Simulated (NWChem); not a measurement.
The numbers come from NWChem runs, not from measurements. System: I2Zn, charge 0, spin multiplicity 1, at a geometry optimised with PBE/def2-SVP with def2 effective core potentials on I. The structure started from a generated list of species. Level: TDA-CAM-B3LYP/def2-SVP with def2 effective core potentials on I.

The NWChem input:

```
start mol
memory heap 200 mb stack 900 mb global 1100 mb
geometry units angstroms nocenter noautoz
  Zn     0.000000     0.000000     0.000000
  I      0.000000     0.000000    -2.434657
  I      0.000000     0.000000     2.434657
  symmetry group D2h
end
basis spherical
  * library def2-svp
end
ecp
  I library def2-ecp
end
dft
  xc xcamb88 1.00 lyp 0.81 vwn_5 0.19 hfexch 1.00
  cam 0.33 cam_alpha 0.19 cam_beta 0.46
  direct
  iterations 100
end
tddft
  cis
  nroots 6
  notriplet
  thresh 1e-4
end
task tddft energy
```

NWChem printed:

```
             Northwest Computational Chemistry Package (NWChem) 7.3.0
             --------------------------------------------------------

                                NWChem Input Module
                                -------------------

 Scaling coordinates for geometry "geometry" by  1.889725989
 (inverse scale =  0.529177249)

 Turning off AUTOSYM since
 SYMMETRY directive was detected!

                             Geometry "geometry" -> ""
                             -------------------------

 Output coordinates in angstroms (scale by  1.889725989 to convert to a.u.)

  No.       Tag          Charge          X              Y              Z
 ---- ---------------- ---------- -------------- -------------- --------------
    1 Zn                  30.0000     0.00000000     0.00000000     0.00000000
    2 I                   53.0000     0.00000000     0.00000000    -2.43465700
    3 I                   53.0000     0.00000000     0.00000000     2.43465700

 Effective nuclear repulsion energy (a.u.)     996.4496428200

            Nuclear Dipole moment (a.u.)
            ----------------------------
        X                 Y               Z
 ---------------- ---------------- ----------------
     0.0000000000     0.0000000000     0.0000000000

      Symmetry information
      --------------------

 Group name             D2h
 Group number             26
 Group order               8
 No. of unique centers     2

      Symmetry unique atoms

     1    2


 Summary of "ao basis" -> "" (spherical)
 ------------------------------------------------------------------------------
       Tag                 Description            Shells   Functions and Types
 ---------------- ------------------------------  ------  ---------------------
 *                          def2-svp                  on all atoms

                                 NWChem DFT Module
                                 -----------------

 Summary of "ao basis" -> "ao basis" (spherical)
 ------------------------------------------------------------------------------
       Tag                 Description            Shells   Functions and Types
 ---------------- ------------------------------  ------  ---------------------
 Zn                         def2-svp                11       31   5s3p2d1f
 I                          def2-svp                10       26   4s4p2d

 Summary of "ao basis" -> "ao basis" (spherical)
 ------------------------------------------------------------------------------
       Tag                 Description            Shells   Functions and Types
 ---------------- ------------------------------  ------  ---------------------
 Zn                         def2-svp                11       31   5s3p2d1f
 I                          def2-svp                10       26   4s4p2d

      Symmetry analysis of basis
      --------------------------

        ag         21
        au          3
        b1g         4
        b1u        17
        b2g         8
        b2u        11
        b3g         8
        b3u        11

  int_init: cando_txs set to always be  F

            General Information
            -------------------
          SCF calculation type: DFT
          Wavefunction type:  closed shell.
          No. of atoms     :     3
          No. of electrons :    80
           Alpha electrons :    40
            Beta electrons :    40
          Charge           :     0
          Spin multiplicity:     1
          Use of symmetry is: off; symmetry adaption is: on
[...]
            d_CD3 =   3.5442 Angstrom
     Pearson C.C. =   0.0903

     Occ.   37  b2u ---  Virt.   45  b1u      0.07889
     Occ.   39  b3g ---  Virt.   41  ag      -0.95383
     Occ.   39  b3g ---  Virt.   44  ag      -0.05426
     Occ.   40  b2g ---  Virt.   41  ag       0.27684
  ----------------------------------------------------------------------------
  Root   2 singlet b2g            0.174792726 a.u.                4.7564 eV
  ----------------------------------------------------------------------------
     Transition Moments    X -0.00000   Y -0.00000   Z  0.00000
     Transition Moments   XX -0.00000  XY -0.00000  XZ  1.79157
     Transition Moments   YY  0.00000  YZ  0.51999  ZZ  0.00000
     Dipole Oscillator Strength                    0.0000000000
     Electric Quadrupole                           0.0000000990
     Magnetic Dipole                               0.0000002113
     Total Oscillator Strength                     0.0000003102

          sigma_e =   2.4661 Angstrom
          sigma_h =   2.7781 Angstrom
         |d_h->e| =   0.0000 Angstrom
            d_exc =   3.5442 Angstrom
            d_CD1 =   0.3120 Angstrom
            d_CD2 =  -2.6221 Angstrom
            d_CD3 =   3.5442 Angstrom
     Pearson C.C. =   0.0903

     Occ.   38  b3u ---  Virt.   45  b1u     -0.07889
     Occ.   39  b3g ---  Virt.   41  ag       0.27684
     Occ.   40  b2g ---  Virt.   41  ag       0.95383
     Occ.   40  b2g ---  Virt.   44  ag       0.05426
  ----------------------------------------------------------------------------
  Root   3 singlet b3u            0.188592613 a.u.                5.1319 eV
  ----------------------------------------------------------------------------
     Transition Moments    X -0.44945   Y  0.04570   Z -0.00000
     Transition Moments   XX  0.00000  XY  0.00000  XZ  0.00000
     Transition Moments   YY -0.00000  YZ -0.00000  ZZ  0.00000
     Dipole Oscillator Strength                    0.0256607398
     Electric Quadrupole                           0.0000000000
     Magnetic Dipole                               0.0000000000
     Total Oscillator Strength                     0.0256607398

          sigma_e =   2.4631 Angstrom
          sigma_h =   2.7110 Angstrom
         |d_h->e| =   0.0000 Angstrom
            d_exc =   3.4797 Angstrom
            d_CD1 =   0.2479 Angstrom
            d_CD2 =  -2.5870 Angstrom
            d_CD3 =   3.4797 Angstrom
     Pearson C.C. =   0.0980

     Occ.   37  b2u ---  Virt.   41  ag      -0.10038
     Occ.   38  b3u ---  Virt.   41  ag       0.98735
     Occ.   38  b3u ---  Virt.   44  ag       0.06385
     Occ.   40  b2g ---  Virt.   45  b1u     -0.08896
  ----------------------------------------------------------------------------
  Root   4 singlet b2u            0.188592613 a.u.                5.1319 eV
  ----------------------------------------------------------------------------
     Transition Moments    X -0.04570   Y -0.44945   Z -0.00000
     Transition Moments   XX  0.00000  XY  0.00000  XZ  0.00000
     Transition Moments   YY  0.00000  YZ  0.00000  ZZ  0.00000
     Dipole Oscillator Strength                    0.0256607399
     Electric Quadrupole                           0.0000000000
     Magnetic Dipole                               0.0000000000
     Total Oscillator Strength                     0.0256607399

          sigma_e =   2.4631 Angstrom
          sigma_h =   2.7110 Angstrom
         |d_h->e| =   0.0000 Angstrom
            d_exc =   3.4797 Angstrom
            d_CD1 =   0.2479 Angstrom
            d_CD2 =  -2.5870 Angstrom
            d_CD3 =   3.4797 Angstrom
     Pearson C.C. =   0.0980

     Occ.   37  b2u ---  Virt.   41  ag       0.98735
     Occ.   37  b2u ---  Virt.   44  ag       0.06385
     Occ.   38  b3u ---  Virt.   41  ag       0.10038
     Occ.   39  b3g ---  Virt.   45  b1u     -0.08896
  ----------------------------------------------------------------------------
  Root   5 singlet b1u            0.237962483 a.u.                6.4753 eV
  ----------------------------------------------------------------------------
     Transition Moments    X  0.00000   Y  0.00000   Z -1.41133
     Transition Moments   XX -0.00000  XY -0.00000  XZ -0.00000
     Transition Moments   YY -0.00000  YZ -0.00000  ZZ -0.00000
     Dipole Oscillator Strength                    0.3159906946
     Electric Quadrupole                           0.0000000000
     Magnetic Dipole                               0.0000000000
     Total Oscillator Strength                     0.3159906946

          sigma_e =   2.3133 Angstrom
          sigma_h =   2.7187 Angstrom
         |d_h->e| =   0.0000 Angstrom
            d_exc =   3.4399 Angstrom
            d_CD1 =   0.4054 Angstrom
            d_CD2 =  -2.5160 Angstrom
            d_CD3 =   3.4399 Angstrom
     Pearson C.C. =   0.0723

     Occ.   35  ag  ---  Virt.   45  b1u     -0.05600
     Occ.   36  b1u ---  Virt.   41  ag       0.82453
     Occ.   39  b3g ---  Virt.   42  b2u     -0.39456
     Occ.   40  b2g ---  Virt.   43  b3u     -0.39456
  ----------------------------------------------------------------------------
  Root   6 singlet au             0.256481529 a.u.                6.9792 eV
  ----------------------------------------------------------------------------
     Transition Moments    X -0.00000   Y  0.00000   Z -0.00000
     Transition Moments   XX  0.00000  XY -0.00000  XZ  0.00000
     Transition Moments   YY  0.00000  YZ  0.00000  ZZ -0.00000
     Dipole Oscillator Strength                    0.0000000000
     Electric Quadrupole                           0.0000000000
     Magnetic Dipole                               0.0000000000
     Total Oscillator Strength                     0.0000000000

          sigma_e =   1.8113 Angstrom
          sigma_h =   2.7764 Angstrom
         |d_h->e| =   0.0000 Angstrom
            d_exc =   3.2480 Angstrom
            d_CD1 =   0.9651 Angstrom
            d_CD2 =  -2.2939 Angstrom
            d_CD3 =   3.2480 Angstrom
     Pearson C.C. =   0.0438

     Occ.   39  b3g ---  Virt.   43  b3u     -0.70585
     Occ.   40  b2g ---  Virt.   42  b2u      0.70585

              Target root =      1
          Target symmetry = none
      Ground state energy =  -2374.768071240041
        Excitation energy =      0.174792725999
     Excited state energy =  -2374.593278514043

  stored tddft:energy   -2374.5932785140426

 Task  times  cpu:       64.5s     wall:       64.5s

 Total times  cpu:       64.5s     wall:       64.5s
```
